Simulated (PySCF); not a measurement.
Species: C₅H₅N₂ (doublet state).
Structure used (GFN2-xTB), in Å, numbered top down from 1:
```xyz
12
C5H5N2 angstrom
C      2.4777    0.2459    0.1490
C      1.2579    0.2831    0.5806
N     -0.0109   -0.0003    0.3142
C     -0.9980    0.8773   -0.0805
C     -2.1570    0.1573   -0.1023
N     -1.9215   -1.1307    0.2722
C     -0.6495   -1.2071    0.5218
H      3.3007    0.5755    0.7627
H      2.7530   -0.1003   -0.8470
H     -0.7823    1.8999   -0.3112
H     -3.1438    0.4826   -0.3634
H     -0.1250   -2.0838    0.8427
```

The hyperfine couplings belong to this conformer and change with its torsions.

Identity: `C=[C]n1ccnc1` [radical].

Method: PySCF, UKS B3LYP, pcH-1 on C H N, non-relativistic, mean-field spin-orbit, GIAO. The structure is a single GFN2-xTB conformer in the gas phase; no vibrational or solvent corrections. Couplings are sensitive to structure, and on GFN2-xTB geometries they can be far from those on DFT ones. The SCF solution wasn't tested for stability.

Problem. Match the computed a_iso(13C) values +271.8, +23.5, +8.0, +3.7, +1.6 MHz with the sites C1; C2; C4; C5; C7.

Solution. 
| site | a_iso (MHz) | ρ(0) (bohr⁻³) | position | distance from C2 (Å) | spin population | largest \|T\| (MHz) |
| --- | --- | --- | --- | --- | --- | --- |
| C1 | +23.5 | +0.0209 | 1 bond from C2 | 1.29 | -0.14 | 17.0 |
| C2 | +271.8 | +0.2418 | largest spin population | 0.00 | +0.84 | 127.2 |
| C4 | +1.6 | +0.0014 | 2 bonds from C2 | 2.42 | +0.01 | 2.7 |
| C5 | +3.7 | +0.0033 | 3 bonds from C2 | 3.48 | +0.06 | 9.9 |
| C7 | +8.0 | +0.0071 | 2 bonds from C2 | 2.42 | +0.07 | 13.4 |

Problem. Match the computed a_iso(14N) values +7.4, +1.2 MHz with the sites N3; N6.

Solution. 
| site | a_iso (MHz) | ρ(0) (bohr⁻³) | position | distance from C2 (Å) | spin population | largest \|T\| (MHz) |
| --- | --- | --- | --- | --- | --- | --- |
| N3 | +7.4 | +0.0229 | 1 bond from C2 | 1.33 | 0.00 | 6.3 |
| N6 | +1.2 | +0.0036 | 3 bonds from C2 | 3.49 | +0.04 | 4.9 |

ρ(0) is the spin density at the nucleus and T the dipolar tensor. The Mulliken spin populations are largest on C2 (+0.84), C1 (-0.14), H9 (+0.09) and C7 (+0.07). No atom but C2 exceeds +0.15.
